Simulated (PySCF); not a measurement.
Gas-phase reaction: 2 Cu + H₂ → 2 CuH

Energies from PySCF, thermal terms from the rigid-rotor harmonic-oscillator model, ideal gas at 1 bar. † marks an energy on the PBE0/def2-TZVP geometry and frequencies; other levels use their own. MP2 freezes the core. Open shells (unrestricted): Cu (multiplicity 2); the rest are closed-shell singlets. Cu: all electrons, no relativistic terms. MP2 isn't extrapolated to the basis-set limit; its ΔH°(298 K) is -62.7 kJ in def2-SVP and -84.0 kJ in def2-TZVPP. The harmonic model lacks anharmonicity and excited electronic states, which grow with temperature; levels with a mode under 35 cm⁻¹ are left out.

| level | ΔE electronic, kJ | ΔH°(298 K), kJ | ΔS°(298 K), J/K | ΔG°(600 K), kJ |
|---|---|---|---|---|
| M06-2X/def2-TZVP† | 3 | -5 | -70 | 39 |
| MP2/def2-TZVPP† | -76 | -84 | -70 | -41 |
| PBE/def2-SVP | -142 | -148 | -71 | -104 |
| PBE0/def2-SVP† | -84 | -92 | -70 | -49 |
| PBE0/def2-TZVP | -52 | -60 | -70 | -17 |
| r2SCAN/def2-TZVP† | -84 | -92 | -70 | -48 |
| LDA/def2-TZVP† | -147 | -155 | -70 | -112 |
ΔH° is lowest at LDA/def2-TZVP† and highest at M06-2X/def2-TZVP†. No reference value is set beside these.
